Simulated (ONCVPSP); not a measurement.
**tellurium: ONCV pseudisation with PBEsol, scalar-relativistic reference atom.**

```
Element                 : Te
Generator               : ONCVPSP 4.0.1
Type                    : optimised norm-conserving Vanderbilt (ONCV)
Functional              : PBEsol
Relativity              : scalar-relativistic
Frozen core             : [Ar] 3d10
Valence charge          : 24
Reference configuration : 4s2 4p6 4d10 5s2 5p2.5 (charge +1.5)
Partial waves           : 4s+5s: rc 0.95 bohr, ncon 4, nbas 8, qcut 10.3 1/bohr, 2 projectors; 4p+5p: rc 1.30 bohr, ncon 3, nbas 6, qcut 10 1/bohr, 2 projectors; 4d: rc 0.95 bohr, ncon 5, nbas 8, qcut 9.9 1/bohr, local
Local potential         : the d channel
Core correction         : none
```

Poles of the logarithmic derivatives, all-electron (AE) and pseudo (PS). s: poles at -2.5 (AE) and -2.5 (PS) Ha. p: poles at -3.9 (AE) and -3.9 (PS) Ha. d: poles at 3.5 (AE) and 3.4 (PS) Ha. Test radii: s 0.96, p 1.32, d 0.96 bohr.

- Cutoffs needed: 55 Ha and 189 Ha (the cutoffs (Ha) at which the residual kinetic energy of the hardest occupied pseudo-wave falls to 1 and 0.1 mHa per electron)
- Ghost test: no bound ghost flagged; GHOST(+) flagged for s at 514.3 eV
- Largest excitation error: +3.9 meV (all-electron minus pseudo) for 4s2 4p6 4d10 5s0 5p6, out of 4 test configurations
